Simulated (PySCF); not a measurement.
**H₂ClSn, SMILES `[Cl][SnH2]` (charge 0, multiplicity 2)**

All values below come from PySCF with TPSSh-D3(BJ)/def2-TZVP // B3LYP-D3(BJ)/def2-TZVP.

The highest occupied spin orbital is -6.20 eV. The dipole moment comes out as 2.50 D and the total energy is -675.6627 Ha. The cost is about 2.0 core-minutes (a rough figure).

```xyz
4

Cl     2.0326    -0.1533    -0.1534
Sn    -0.2312     0.0171     0.5279
H     -0.7931     1.4936    -0.1863
H     -1.0083    -1.3574    -0.1881
```
Charge 0, spin multiplicity 2.
